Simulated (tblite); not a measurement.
Species: C₅H₄FO₃S (doublet state).
SMILES with atom numbers: `[O:1][CH2:2][O:3][C:4]1=[CH:5][S:6][C@H:7]([F:8])[C:9]1=[O:10]` (hydrogens: H11, H12 on C2; H13 on C5; H14 on C7)

Geometry (GFN2-xTB, Å), atoms numbered from 1 in this order:
```
atom  x, y, z in Å
O1    -2.694   -0.704    0.011
C2    -2.448    0.538    0.008
O3    -1.067    0.992   -0.088
C4    -0.045    0.151   -0.148
C5    -0.035   -1.212   -0.112
S6     1.506   -1.956   -0.217
C7     2.367   -0.348   -0.340
F8     3.266   -0.210    0.667
C9     1.293    0.763   -0.270
O10    1.568    1.930   -0.316
H11   -2.927    1.111   -0.831
H12   -2.798    1.088    0.922
H13   -0.908   -1.835   -0.029
H14    2.922   -0.306   -1.285
```

Computed values, GFN2-xTB/tblite, gas phase, harmonic and unscaled. Errors from tens to a few hundred cm⁻¹ against measured bands are possible. One conformer, not necessarily the lowest. Open shells enter through the occupations alone, without spin polarisation, and single modes of such species can be off by tens of per cent.

Harmonic wavenumbers (cm⁻¹): 38.3, 53.3, 119.0, 173.2, 220.3, 235.9, 246.7, 329.7, 408.3, 425.1, 473.2, 539.0, 635.9, 721.0, 747.8, 759.6, 789.1, 819.7, 849.5, 900.1, 986.0, 1067.0, 1082.7, 1109.5, 1112.6, 1201.7, 1222.1, 1248.5, 1308.3, 1367.1, 1513.8, 1758.5, 2537.9, 2625.6, 2922.9, 3128.4.

A = 2055, B = 824.8, C = 612.0 MHz; mass 162.987 u (most abundant isotopes); point group C1, symmetry number 1; spin multiplicity 2.

Zero-point energy?

½Σν̃ = 17839 cm⁻¹ = 213.40 kJ/mol.

What is S at 273.15 K and 1 bar for an ideal gas of classical rigid rotors and harmonic oscillators?

Translation 170.56, rotation 124.92, vibration 106.76, spin (R ln 2) 5.76: S = 408.0 J/(mol K).

And Cp and H(273.15 K) − H(0)?

Cp = 141.83 J/(mol K), of which vibrations give 108.57 (their classical limit is 36 R = 299.3); H(273.15 K) − H(0) = 24.24 kJ/mol without the zero-point energy, 15.15 from vibrations.

What must be added to the electronic energy to get the Gibbs energy at 273.15 K and 1 bar?

ZPE + [H(273.15 K) − H(0)] − T·S = 213.40 + 24.24 − 111.45 = 126.19 kJ/mol.

Which modes carry the vibrational entropy at 273.15 K?

38.3 cm⁻¹: 21.64; 53.3 cm⁻¹: 18.90; 119.0 cm⁻¹: 12.33; 173.2 cm⁻¹: 9.36; 220.3 cm⁻¹: 7.53; 235.9 cm⁻¹: 7.02 J/(mol K); the other 30 give 29.97 together.

How do the functions run with temperature in this model?

```tsv
T (K)	S (J/(mol K))	Cp (J/(mol K))	H − H(0) (kJ/mol)	G − H(0) (kJ/mol)	ln q(vib)
150	338.3	95.1	9.64	-41.11	3.13
250	395.8	133.2	21.05	-77.90	5.60
298.15	420.8	151.0	27.90	-97.57	6.78
400	470.0	184.4	45.03	-142.97	9.23
600	554.3	230.8	86.94	-245.66	13.87
900	656.1	269.6	162.65	-427.87	20.18
```

q(vib) and H(0) count from the zero-point level.

Hindered rotation and anharmonicity are outside this model. Other conformers, if any are populated, would add a mixing term that is left out. The structure is chiral; the term R ln 2 for an equal mix with its mirror image is left out.

Time: 0.44 s of wall time. Hardware: one thread, Arm Neoverse V2 (aarch64), no GPU, shared host with 96 logical CPUs at a one-minute load of 27. This covers the Hessian and the dipole derivatives.
